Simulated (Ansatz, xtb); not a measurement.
# Ligand exchange: C2H9NSi + BH(CH3)(OH) → C2H8OSi + BH(CH3)(NH2)

Species: C2H9NSi `CC[SiH2]N`, singlet; BH(CH3)(OH), singlet; C2H8OSi `CC[SiH2]O`, singlet; BH(CH3)(NH2), singlet. The partners trade NH2 for OH: Si–NH2 and B–OH bonds give way to Si–OH and B–NH2.

Shapes, held fixed at every level: PBE0-D4/def2-TZVP. Flexible molecules stand in one conformer, not always the lowest. Programs: Ansatz 0.2.0, xtb 6.7.1. The zero-point and thermal change to 298 K, harmonic and unscaled (PBE0-D4/def2-TZVP), is +1.4 kJ/mol.

| level | kind | ΔH(298 K) (kJ/mol) | less CCSD(T)/CBS estimate | CPU time (sum over the molecules) |
| --- | --- | --- | --- | --- |
| GFN2-xTB | semi-empirical | -51.4 | -14.2 | 0.18 s |
| HF/def2-TZVPP | Hartree–Fock | -36.1 | +1.1 | – |
| r2SCAN-D4/def2-TZVPP | meta-GGA | -37.7 | -0.5 | 53 s |
| r2SCAN0-D4/def2-TZVPP | global hybrid | -37.5 | -0.3 | 50 s |
| wB97X-V/def2-TZVPP | range-separated hybrid | -36.1 | +1.1 | 83 s |
| CCSD(T)/def2-SVP | coupled cluster or CI | -27.6 | +9.6 | 39 s |
| CCSD/def2-SVP | coupled cluster or CI | -27.6 | +9.6 | – |
| CCSD(T)/def2-TZVPP | coupled cluster or CI | -36.7 | +0.5 | 17 min |
| CCSD(T)/CBS estimate | coupled cluster or CI | -37.2 | 0.0 | 21 min |

The highest level, CCSD(T)/CBS estimate, gives ΔH(298 K) = -37.2 kJ/mol; the levels span -51.4 to -27.6. The column of differences is taken from that level and isn't an error. No measured value is set beside it here. The CBS estimate extrapolates MP2 from def2-TZVPP and def2-QZVPP and adds CCSD(T) − MP2 in the triple-zeta set, cores frozen. Times are processor times on shared x86 and Arm servers, and rough.
